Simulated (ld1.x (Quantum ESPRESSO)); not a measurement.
## Transferability test, RRKJ potential for Nd (Z = 60)

| Item | Value |
| --- | --- |
| Element | Nd |
| Generator | ld1.x (Quantum ESPRESSO) 7.5 |
| Type | norm-conserving RRKJ (Kleinman–Bylander form) |
| Functional | PBE |
| Relativity | non-relativistic |
| Frozen core | [Xe] |
| Valence charge | 6 |
| Reference configuration | 4f3 5d1 6s2 6p0 |
| Partial waves | 6p (bound, empty): rc 3.95 bohr; 5d (bound): rc 3.20 bohr; 4f (bound): rc 1.45 bohr; 6s (bound): rc 2.75 bohr |
| Local potential | the s channel |
| Core correction | Bessel-smoothed model core inside 0.75 bohr |
| rho0 | 0.02 |

Energies are relative to the spin-unpolarised reference configuration 4f3 5d1 6s2 6p0; without spin polarisation the order of configurations can differ from experiment. Not all tests gave a result: 3 of 7 tests not solved or not reliable. Left out of the table: 4f4 5d0 6s2 6p0 (pseudo-atom not self-consistent, printed error -226 eV); 4f4 5d0.5 6s1.5 6p0 (solver errors, printed error -237 eV); 4f5 5d0 6s0 6p0 (solver errors, printed error -246 eV).

```csv
valence configuration,charge,ΔE all-electron (eV),error AE − PS (meV)
4f4 5d0 6s1 6p0,+1,0.951,-1096
4f3 5d0 6s0 6p0,+3,36.764,-405
```

**Question.** What are ΔE and the potential's error for 4f4 5d0 6s0 6p0?

**Answer.** ΔE = 11.183 eV all-electron; the error (AE − PS) is -1053 meV.

**Question.** What are ΔE and the potential's error for 4f4 5d0 6s0 6p2?

**Answer.** ΔE = -0.486 eV all-electron; the error (AE − PS) is -931 meV.

Levels in the configuration 4f4 5d0 6s1 6p0:

```
level  all-electron (eV)  pseudo (eV)
   4f            -10.453       -7.702
   6s             -7.776       -7.798
```

These tests converged, but a pseudo level misses the all-electron one widely, so the file describes the atom poorly there or has found another state: 4f4 5d0 6s1 6p0: 4f by 2.8 eV; 4f4 5d0 6s0 6p0: 4f by 2.9 eV; 4f4 5d0 6s0 6p2: 4f by 2.8 eV; 4f3 5d0 6s0 6p0: empty 6s by 2.2 eV.
